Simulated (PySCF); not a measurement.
## How methods differ on the ionisation energy of Sn

Sn [Kr] 4d10 5s2 5p2 (3P) → Sn⁺ [Kr] 4d10 5s2 5p1 (2P), as a difference of total energies. Calculation: PySCF 2.14, in def2-TZVP with the def2 core potential (28 electrons) (6s5p3d2f, 50 functions); a scalar-relativistic core potential. Correlated levels: valence: 4s2 4p6 4d10 frozen. The calculations carry no spin-orbit coupling.

Question: Order these methods by the ionisation energy they give, lowest first.
A. LDA
B. UHF
C. CCSD(T) (valence)
D. SCS-MP2 (valence)

Answer: B (6.854 eV), D (7.083 eV), C (7.203 eV), A (7.409 eV).

Errors of the correlated levels include the incompleteness of this basis and the frozen core.

For comparison: 7.389 eV (measured; NIST levels, between the centres of gravity of the two terms).
